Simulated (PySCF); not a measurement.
# How methods differ on the ionisation energy of La¹⁹⁺

La¹⁹⁺ [Kr] 4d2 [4d3/2^2, M_J = 2] → La²⁰⁺ [Kr] 4d1 [4d3/2^1, M_J = 3/2], as a difference of total energies. Calculation: PySCF 2.14, in an even-tempered Gaussian basis (18 s from 1.2 bohr⁻², ratio 2.8; 14 p from 1.5 bohr⁻², ratio 2.8; 9 d from 1.5 bohr⁻², ratio 2.8; 4 f from 5.6 bohr⁻², ratio 3); the two-component X2C-1e Hamiltonian. Correlated levels: [Ar] 3d10 frozen; the 94 highest virtual spinors dropped. "Screened" scales the spin-orbit matrix elements by Boettger's factors to mimic the two-electron term; Breit and QED terms are absent.

| method | ionisation energy (eV) |
| --- | --- |
| GHF (screened spin-orbit) | 532.37 |
| GMP2 (screened spin-orbit) | 532.73 |

How much does correlation contribute at GMP2 (screened spin-orbit)?

532.73 − (532.37) = 0.36 eV, measured against GHF (screened spin-orbit).

Breit and QED terms and the two-electron picture change are absent.

The labels give the starting determinants; with spin-orbit coupling the two ends relaxed to ⟨J²⟩ = 6.15, ⟨L²⟩ = 10.80, ⟨S²⟩ = 1.66 and ⟨J²⟩ = 3.75, ⟨L²⟩ = 6.03, ⟨S²⟩ = 0.78.

For comparison: 533 ± 4 eV (theoretical estimate listed by NIST; NIST Atomic Spectra Database, ionization energies).
